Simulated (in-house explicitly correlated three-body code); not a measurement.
Computed with an exponentially correlated three-body code. Model: two electrons around a point charge, non-relativistic, variational in 260 exponentially correlated functions (energies converged to about 1e-7 hartree, or 1e-8 relative for large Z).

For two electrons in a singlet the Kohn-Sham orbital is the square root of half the density, so the exact Kohn-Sham potential and energy parts follow from the density alone, and exchange is minus half the Hartree energy. The Kohn-Sham level equals minus the binding energy of the second electron.

Command:
```bash
python run_hyl.py task.json out
```
Settings (lengths in bohr, energies in hartree):
```
Z                      0.93
interaction_strength   1
functions              260
states_tried           1
```

Time taken, with all properties: 8.3 s on 1 thread of Intel(R) Xeon(R) Platinum 8488C (Sapphire Rapids), on a shared host.

**Ground state only, binding against the one-electron ion.**

Given: nuclear charge 0.93.

Computed: one-electron threshold -0.43245 hartree.

| term | energy (hartree) | binding (eV) |
| --- | --- | --- |
| 1 1S | -0.437451307 | 0.13609 |

**Converged states only, values per electron or pair.**

```csv
term,mean r (bohr),mean r squared (bohr²),mean inverse r (1/bohr),mean r12 (bohr),mean inverse r12 (1/bohr),mean cosine,mean p1 dot p2 (bohr⁻²),delta r1 (bohr⁻³),delta r12 (bohr⁻³)
1 1S,3.485,22.996,0.60474,5.8239,0.24992,-0.098918,0.022567,0.12772,0.0014503
```

**Exact Kohn-Sham parts of the ground state from its density.**

Computed: total energy -0.437451307 hartree; Hartree energy 0.64358 hartree; exchange energy -0.32179 hartree; DFT correlation energy -0.04576 hartree; potential part of the DFT correlation energy -0.071868 hartree; exact minus restricted Hartree-Fock -0.040574 hartree; Kohn-Sham level -0.13609 eV; restricted Hartree-Fock level -0.63541 eV.

Problem. What is the Kohn-Sham kinetic?

Solution. 0.41134 hartree.

Problem. What is the kinetic part of the DFT correlation energy?

Solution. 0.026108 hartree.

**Density and exact potentials over r, pair density (one pair, times 4 pi r12^2) and exact minus Kohn-Sham pair density over r12.**

| radius (bohr) | radial density (electrons/bohr) | exchange potential (hartree) | intracule density (1/bohr) | Coulomb hole against Kohn-Sham (1/bohr) | correlation potential (hartree) |
| --- | --- | --- | --- | --- | --- |
| 0.229 | 0.11033 | -0.59334 | 0.0011589 | -0.004997 | -0.074 |
| 0.283 | 0.15268 | -0.58814 | 0.0018346 | -0.00745 | -0.07 |
| 0.348 | 0.20518 | -0.58101 | 0.0028843 | -0.01091 | -0.064 |
| 0.429 | 0.26943 | -0.57107 | 0.0045728 | -0.01583 | -0.056 |
| 0.529 | 0.34262 | -0.55763 | 0.0072622 | -0.02257 | -0.045 |
| 0.652 | 0.41878 | -0.53996 | 0.0115 | -0.03133 | -0.031 |
| 0.804 | 0.48879 | -0.51729 | 0.018117 | -0.04197 | -0.014 |
| 0.991 | 0.53993 | -0.48929 | 0.028156 | -0.05342 | 0.006 |
| 1.22 | 0.55993 | -0.45618 | 0.042747 | -0.06329 | 0.027 |
| 1.51 | 0.54056 | -0.41739 | 0.063481 | -0.06792 | 0.048 |
| 1.86 | 0.48422 | -0.37604 | 0.089245 | -0.06259 | 0.064 |
| 2.29 | ? | ? | ? | ? | ? |
| 2.82 | 0.31451 | -0.29043 | 0.14377 | -0.0173 | 0.068 |
| 3.48 | 0.233 | -0.2492 | 0.15859 | 0.0119 | 0.053 |
| 4.29 | 0.16712 | -0.21133 | 0.15454 | 0.03081 | 0.033 |
| 5.28 | 0.11658 | -0.17755 | 0.13097 | 0.03341 | 0.016 |
| 6.51 | 0.077673 | -0.14759 | 0.095296 | 0.02358 | 0.007 |
| 8.03 | 0.048571 | -0.1217 | 0.059808 | 0.011 | 0.003 |
| 9.89 | 0.028111 | -0.099887 | 0.033223 | 0.0028 | 0.001 |
| 12.2 | 0.01467 | -0.081494 | 0.016543 | -0.0003963 | 0 |
| 15 | 0.0068807 | -0.066503 | 0.0075132 | -0.0008701 | 0 |
| 18.5 | ? | ? | ? | ? | ? |
| 22.8 | 0.00093905 | -0.043848 | 0.00099395 | -0.0002438 | 0 |
| 28.2 | 0.00025227 | -0.035459 | 0.00026484 | -7.649e-05 | 0 |
| 34.7 | 5.4309e-05 | -0.028818 | 5.6692e-05 | -1.804e-05 | 0 |

Problem. What belongs in the row 2.29?

Solution. radial density (electrons/bohr): 0.40309; exchange potential (hartree): -0.33314; intracule density (1/bohr): 0.11789; Coulomb hole against Kohn-Sham (1/bohr): -0.04493; correlation potential (hartree): 0.072.

Problem. What belongs in the row 18.5?

Solution. radial density (electrons/bohr): 0.0027665; exchange potential (hartree): -0.054006; intracule density (1/bohr): 0.0029633; Coulomb hole against Kohn-Sham (1/bohr): -0.0005601; correlation potential (hartree): 0.

The correlation energy of density-functional theory lies 5.2 millihartree below exact minus Hartree-Fock, because the Hartree-Fock density, unlike the exact one, minimises the Hartree-Fock energy.
